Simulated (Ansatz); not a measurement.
Two isomers of C3H7FOSi: A = `FC1([SiH3])COC1`, B = `C=C(F)O[SiH2]C`.

Gas-phase electronic energies from Ansatz, PBE0-D4/def2-TZVP geometries. CCSD(T)/CBS adds triple-zeta CCSD(T) − MP2 to the extrapolated MP2 energy (def2 sets, frozen cores). DFT in def2-TZVPP. Each species was taken in one conformer, which may not be the lowest.

Task: Which isomer does CCSD(T)/CBS put lower? Give the gap. (Best estimate.)

Result: The calculation gave: B, by 55.5 kcal/mol.

Task: Give E(B) − E(A) in kcal/mol with PBE-D4, MP2/def2-TZVPP, CCSD(T)/def2-TZVPP, CCSD/def2-TZVPP, ωB97M-V, r2SCAN-D4, PBE0-D4. (Estimate.)

Result: The calculation gave: PBE-D4 -53.0, MP2/def2-TZVPP -56.7, CCSD(T)/def2-TZVPP -55.0, CCSD/def2-TZVPP -55.3, ωB97M-V -55.4, r2SCAN-D4 -58.1, PBE0-D4 -53.1. None reverses the order clearly.

Largest T1 diagnostic: 0.012.

The D4 term adds +0.8 kcal/mol with B3LYP and +0.4 kcal/mol with PBE0; it sums over pairs of atoms, weighted by their polarisabilities, and B3LYP, whose exchange is more repulsive, gets the larger term. In def2-TZVPP, CCSD(T) changes the Hartree–Fock value by +5.3 kcal/mol (the triples alone add +0.2 kcal/mol) and MP2 by +3.6 kcal/mol.

B3LYP here is the variant with VWN-RPA as its local correlation; programs differ in this.
